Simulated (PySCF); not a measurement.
## Al (aluminium, neutral) across methods

[Ne] 3s1 3p2, high-spin 4P determinant (an excited configuration). Calculation: PySCF 2.14, in dyall-av3z (19s12p3d2f, 84 functions); the spin-free X2C one-electron Hamiltonian (Gaussian nucleus).

```json
{"method": "LDA", "E (hartree)": "-241.6204", "mean ε 2p β (eV)": "-70.701", "mean ε 3s α (eV)": "-9.233", "mean ε 3p α (eV)": "-3.861", "Σ⟨r²⟩ (bohr²)": "34.83", "⟨S²⟩": "3.750"}
{"method": "TPSS", "E (hartree)": "-242.6972", "mean ε 2p β (eV)": "-71.001", "mean ε 3s α (eV)": "-9.236", "mean ε 3p α (eV)": "-3.895", "Σ⟨r²⟩ (bohr²)": "34.37", "⟨S²⟩": "3.750"}
{"method": "TPSSh", "E (hartree)": "-242.6912", "mean ε 2p β (eV)": "-72.831", "mean ε 3s α (eV)": "-9.762", "mean ε 3p α (eV)": "-4.239", "Σ⟨r²⟩ (bohr²)": "34.28", "⟨S²⟩": "3.750"}
{"method": "BHandHLYP", "E (hartree)": "-242.6777", "mean ε 2p β (eV)": "-79.898", "mean ε 3s α (eV)": "-11.629", "mean ε 3p α (eV)": "-5.345", "Σ⟨r²⟩ (bohr²)": "34.34", "⟨S²⟩": "3.750"}
{"method": "wB97M-V", "E (hartree)": "-242.6482", "mean ε 2p β (eV)": "-77.669", "mean ε 3s α (eV)": "-12.658", "mean ε 3p α (eV)": "-6.249", "Σ⟨r²⟩ (bohr²)": "35.65", "⟨S²⟩": "3.750"}
{"method": "PBE0", "E (hartree)": "-242.5700", "mean ε 2p β (eV)": "-75.243", "mean ε 3s α (eV)": "-10.528", "mean ε 3p α (eV)": "-4.759", "Σ⟨r²⟩ (bohr²)": "34.31", "⟨S²⟩": "3.750"}
{"method": "r2SCAN", "E (hartree)": "-242.6616", "mean ε 2p β (eV)": "-72.171", "mean ε 3s α (eV)": "-9.537", "mean ε 3p α (eV)": "-4.057", "Σ⟨r²⟩ (bohr²)": "34.13", "⟨S²⟩": "3.750"}
{"method": "UHF", "E (hartree)": "-242.22856", "mean ε 2p β (eV)": "-88.243", "mean ε 3s α (eV)": "-14.211", "mean ε 3p α (eV)": "-7.122", "Σ⟨r²⟩ (bohr²)": "34.48", "⟨S²⟩": "3.750"}
```

**Question.** Estimate the same row for PBE.

**Answer.** E (hartree) = -242.5466; mean ε 2p β (eV) = -70.556; mean ε 3s α (eV) = -9.167; mean ε 3p α (eV) = -3.873; Σ⟨r²⟩ (bohr²) = 34.62; ⟨S²⟩ = 3.750.
